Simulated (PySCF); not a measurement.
**Correlation energy of Sr (strontium, neutral)**

[Kr] 5s2, closed-shell 1S. Calculation: PySCF 2.14, in x2c-SVPall (6s4p5d1f, 50 functions); the spin-free X2C one-electron Hamiltonian (Gaussian nucleus). Frozen: [Kr]; 2 electrons correlated.

Total MP2 correlation energy: -15.74 mhartree.

Same-spin part 0.00 and opposite-spin part -15.74 mhartree; SCS-MP2 scales them by 1/3 and 6/5 to -18.89 mhartree.

With two correlated electrons CCSD is exact within the correlated space (frozen core and kept virtual orbitals).

```
level  correlation energy (mhartree)
 CCSD                         -24.20
```

Diagnostics: T1 = 0.0074, D1 = 0.0104, largest double amplitude 0.160.

**Question.** Is a single reference adequate?

**Answer.** Not fully. A double-excitation amplitude exceeds 0.15, a sign of near-degeneracy.
